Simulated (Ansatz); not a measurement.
System: SiNH3Cl, charge 0, doublet. SiNH3Cl (SMILES N[SiH]Cl, doublet).
B3LYP-D3(BJ)/def2-TZVP minimum from Ansatz (an electronic-structure program):
```xyz
6

Si     0.0639     0.7806     0.1922
N      1.7335     0.4289     0.0033
Cl    -1.0258    -0.9447    -0.2357
H     -0.1210     1.1306     1.6299
H      2.1036     0.0444    -0.8520
H      2.4271     0.9535     0.5147
```
Charge 0, spin multiplicity 2.

Property: atomisation energy (electronic, to ground-state atoms), in kJ/mol. Open shells are spin-unrestricted; no spin-orbit coupling. CBS(X,Y): correlation extrapolated as X^-3, Hartree-Fock from the larger set. A bracket is a step between two methods taken in the basis named. The functionals are non-relativistic, so their misses hold any scalar relativity. Double hybrids freeze cores in their MP2 part. 'core' is core correlation in cc-pwCVTZ (1s frozen past Ne), 'X2C' scalar relativity in cc-pVTZ-DK, both at CCSD(T). Where a partner has so few electrons that a lower coupled-cluster level is exact, that level stands in.

CCSD(T)/CBS(cc-pV(T+d)Z,cc-pV(Q+d)Z) + [CCSDT(Q) - CCSD(T)]/cc-pV(D+d)Z + core + X2C (Ansatz) gives 1846.7 kJ/mol.

Task: What does PBE/def2-TZVPD (Ansatz) give here, and how do the other levels compare?

Result: PBE gives 1866.4 kJ/mol, 19.7 kJ/mol above it. Differences of the others: r2SCAN/def2-TZVPD (Ansatz) 3.2; B3LYP/def2-TZVPD (Ansatz) -17.1; PBE0/def2-TZVPD (Ansatz) -15.0; wB97M-V/def2-TZVPD (Ansatz) 3.7; B2PLYP/def2-TZVPD (Ansatz) -31.7; CCSD(T)/CBS(cc-pV(T+d)Z,cc-pV(Q+d)Z) + core + X2C (Ansatz) -2.3 kJ/mol. Nearer than PBE: r2SCAN/def2-TZVPD, B3LYP/def2-TZVPD, PBE0/def2-TZVPD, wB97M-V/def2-TZVPD, CCSD(T)/CBS(cc-pV(T+d)Z,cc-pV(Q+d)Z) + core + X2C.
